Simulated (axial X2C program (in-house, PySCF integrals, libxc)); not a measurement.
**Working with the constants of KH⁻**

A bond curve at the PBE0 level, with spin–orbit coupling, was computed with an in-house all-electron X2C program for linear molecules (integrals from PySCF) (basis K dyall-acv3z [12s13p7d3f], H dyall-av3z [7s3p2d] (cores contracted in-house)) for the state Ω = 1/2 (⟨Sz⟩ = 0.50, ⟨Lz⟩ = 0.00 at PBE0). Its fit gives Re = 2.3661 Å, ωe = 797.1 cm⁻¹, ωexe = 17.8 cm⁻¹ and αe = 1.037e-01 cm⁻¹; the masses are 38.9637 and 1.0078 u. Two-component means X2C with spin–orbit coupling and atomic mean-field Coulomb and Gaunt terms.

Task: Find the reduced mass, Be and the force constant.

Result: From the PBE0 values: μ = 0.9824 u. Be = 16.8576/(μ Re²) = 3.065 cm⁻¹. k = 5.8918×10⁻⁷ μ ωe² = 0.368 mdyn/Å.

Task: A Morse curve ties αe to the other constants (Pekeris). How well does that hold?

Result: αe(Morse) = 6Be²/ωe × (√(ωexe/Be) − 1) = 9.970e-02 cm⁻¹; the PBE0 curve gives 1.037e-01 cm⁻¹, a ratio of 0.96.

Task: Estimate the centrifugal constant by the Kratzer relation.

Result: D = 4Be³/ωe² = 1.81e-04 cm⁻¹.

Task: Where do the fundamental and the first overtone lie?

Result: ν(1←0) = ωe − 2ωexe = 761.5 cm⁻¹; ν(2←0) = 2ωe − 6ωexe = 1487.4 cm⁻¹.

Task: Scale the constants to the deuteride (D 2.0141 u) within the Born–Oppenheimer picture.

Result: ρ = √(μH/μD) = 0.7162; ωe = 570.9, ωexe = 9.13, Be = 1.572 cm⁻¹; the zero-point energy falls by 111 cm⁻¹.

One determinant describes the state; a PBE0 search over occupations chose it and may have missed a lower one. Density functionals use the spin component along the axis (collinear). Other states lie close and PBE0, whose exact exchange favours high spin, may order them wrongly; the determinant shown need not be the ground state. The nearest other 2c determinant of the search, Ω = 3/2, lies 0.44 eV up at the distance of the search. The highest occupied level of some functionals is positive through self-interaction error; at Hartree–Fock it is bound.
